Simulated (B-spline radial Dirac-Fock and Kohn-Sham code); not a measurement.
# Photoelectron lines of Nb⁴⁺ at 1900 eV

System: the Nb⁴⁺ ion in the configuration [Kr] 4d1.

Level of theory: the independent-particle Dirac-Slater model, thresholds from Dirac-Fock; a radial finite-basis atomic code. The asymmetry parameter β is from the dipole term alone. Kinetic energies are from the vacuum level. Open shells are spread statistically over j, without multiplet splitting.

```
  subshell  electrons  binding (eV)  kinetic (eV)  σ (kb)     β
   M1 (3s)          2         528.6        1371.4    20.6  2.00
M2 (3p1/2)          2         438.5        1461.5    24.2  1.60
M3 (3p3/2)          4         422.8        1477.2       ?     ?
M4 (3d3/2)          4         263.9        1636.1    21.0  1.16
M5 (3d5/2)          6         261.2        1638.8    30.4  1.14
   N1 (4s)          2         116.7        1783.3    3.70  2.00
N2 (4p1/2)          2         87.98        1812.0    3.55  1.61
N3 (4p3/2)          4         85.68        1814.3    6.81  1.64
N4 (4d3/2)        0.4         49.51        1850.5   0.202  1.16
N5 (4d5/2)        0.6         49.28        1850.7   0.293  1.13
```

Question: What are σ and β for M3 (3p3/2)?

Answer: σ = 46.5 kb, the largest of all subshells and 30 % of the total, and β = 1.63.

Run: 6.1 s of CPU time on 1 thread of Neoverse-N1 (shared host), peak memory 0.35 GiB.

Values without a named source are computed, but for edge energies of neutral atoms, which are taken from tables.
